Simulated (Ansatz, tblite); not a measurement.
Cost and result up the ladder for the cluster Cu2F2⁻ (the lowest doublet isomer of a short search) (4 atoms). Charge -1, multiplicity 2. Geometry: PBE0-D4/def2-SVPD.

```xyz
4

Cu   -1.135   -1.596    0.177
Cu    0.397    0.490   -0.025
F    -1.259    0.117   -0.808
F     1.997    0.989    0.656
```

Ansatz on 4 threads of Arm Neoverse V2 on a shared host; xTB runs through tblite on one thread. Times are rough, summed over both states, and most runs start from the orbitals of an earlier one. B2PLYP/def2-TZVPD serves as the yardstick here, not as an exact answer. Differences are given only for rows in sets of like size (and for xTB, whose basis is part of the method), since another set adds its own error. The other state is a quartet at its own geometry.

The 6-31G sets use Cartesian d functions. The xTB rows come from tblite. B3LYP takes the VWN-RPA correlation. Correlated methods freeze 20 core orbitals. The rows differ in basis, and correlated rows in double-zeta sets carry the largest basis error. In CCSD on the charge -1 quartet the largest single amplitude is 0.19, so its Hartree–Fock determinant may place the open shell otherwise than the density functionals do. The structure comes from a short search, and lower isomers may exist.

Run but left out: HF/6-31G (doublet: ⟨S²⟩ 1.33, where a pure state has 0.75).

Second-order perturbation terms are unreliable where d shells bring near-degenerate states, and here B2PLYP/def2-TZVPD, MP2/def2-TZVPD lie more than 0.4 eV from the median of the functionals without such a term.

Correlated methods converge slowly with the basis, most of all in double-zeta sets.

xTB has no spin-polarisation term.

```csv
level,functions,quartet − doublet (eV),difference from B2PLYP/def2-TZVPD (eV),remarks
RPA@PBE/def2-TZVPD,176,2.47,-0.74,–
B97M-V/def2-TZVPD,176,2.70,-0.52,"HOMO above zero (doublet), HOMO above zero (quartet)"
PBE0-D4/def2-TZVPD,176,2.67,-0.55,HOMO above zero (quartet)
MP2/def2-TZVPD,176,3.89,0.68,–
B3LYP-D4/6-31G,76,1.64,–,"HOMO above zero (doublet), HOMO above zero (quartet)"
r2SCAN0-D4/def2-TZVPD,176,2.42,-0.80,HOMO above zero (quartet)
r2SCAN-D4/def2-TZVPD,176,2.47,-0.74,"HOMO above zero (doublet), HOMO above zero (quartet)"
PBE-D4/def2-TZVPD,176,2.69,-0.52,"HOMO above zero (doublet), HOMO above zero (quartet)"
B3LYP-D4/def2-TZVPD,176,2.83,-0.39,HOMO above zero (quartet)
B2PLYP/def2-TZVPD,176,3.21,0.00,–
ωB97X-V/def2-TZVPD (with forces),176,2.99,-0.23,–
CCSD(T)/def2-SVPD,114,2.80,–,–
GFN1-xTB,26,3.86,0.64,–
```

(1) Estimate how long each takes.

Results:

(1) GFN1-xTB 0.004 s; B3LYP-D4/6-31G 7.2 s; PBE-D4/def2-TZVPD 7.4 s; MP2/def2-TZVPD 11 s; RPA@PBE/def2-TZVPD 14 s; r2SCAN-D4/def2-TZVPD 21 s; PBE0-D4/def2-TZVPD 21 s; B2PLYP/def2-TZVPD 22 s; B3LYP-D4/def2-TZVPD 22 s; B97M-V/def2-TZVPD 29 s; r2SCAN0-D4/def2-TZVPD 44 s; ωB97X-V/def2-TZVPD (with forces) 57 s; CCSD(T)/def2-SVPD 61 s. On shared hardware such times vary by a factor of up to 3.
